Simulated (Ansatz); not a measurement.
```xyz
5

C    -0.0063   -0.0479   -0.6762
N     0.0275   -0.1259    0.6835
H     0.0302    0.9156    1.1040
H     0.0020   -1.0252   -1.2173
H    -0.0718    0.8510   -1.2373
```

Basis set: 6-31G (spherical functions). Frozen core: 2 orbitals. Charge 0, multiplicity 1.

Computed with Ansatz (development build ahead of 0.2.0); each method stands on the lowest determinant of its kind that the runs found. Restricted open shells among the atoms or ions are ROHF, correlated in semicanonical orbitals with singles.

Give the atomization energy at this shape (free ground-state atoms in the same class of orbitals less the molecule, no zero-point energy) of singlet CH3N by RHF-MP2, RHF.

```csv
method,atomization energy
RHF-MP2,15.49 eV
RHF,11.02 eV
```

This basis has no polarisation functions and is too small for such energies, which can lie far from measured ones in either direction.
